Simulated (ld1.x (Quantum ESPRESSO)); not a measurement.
## Reading a pseudo-wave (germanium (Ge))

Columns: radius, all-electron u(r) and pseudo u(r) of the 4s shell (level -11.95 eV) of germanium in the configuration [Ne] 3s2 3p6 3d10 4s2 4p2; LDA (PZ), scalar-relativistic, PAW scheme, ld1.x (Quantum ESPRESSO) 7.5.

```tsv
r (bohr)	all-electron	pseudo
0.080	-0.0878	-0.0214
0.160	-0.2070	-0.0439
0.240	-0.0283	-0.0685
0.320	0.1881	-0.0960
0.400	0.3202	-0.1271
0.480	0.3507	-0.1623
0.560	0.3022	-0.2017
0.640	0.2040	-0.2452
0.720	0.0806	-0.2923
0.800	-0.0506	-0.3425
0.880	-0.1786	-0.3948
0.960	-0.2968	-0.4480
1.040	-0.4016	-0.5009
1.120	-0.4918	-0.5520
1.200	-0.5670	-0.6000
1.280	-0.6279	-0.6436
1.360	-0.6756	-0.6815
1.440	-0.7112	-0.7127
1.520	-0.7363	-0.7364
1.600	-0.7520	-0.7520
1.680	-0.7597	-0.7597
1.760	-0.7606	-0.7606
1.840	-0.7557	-0.7557
1.920	-0.7459	-0.7459
2.000	-0.7322	-0.7322
2.080	-0.7153	-0.7153
```

Task: How many radial nodes do the two functions have?

Result: The all-electron 4s function has n − l − 1 = 3 (the table is too coarse to show those close to the nucleus); the pseudo-wave has 0, since the states of the same l below it are removed with the core.

Task: At about which radius was the pseudo-wave matched?

Result: 1.60 bohr, where the columns begin to agree (steps of 0.08 bohr).

Task: Is the pseudo-wave norm-conserving?

Result: No, it belongs to a PAW set: the norm inside the radius is not constrained, and the difference is carried by the augmentation charge.
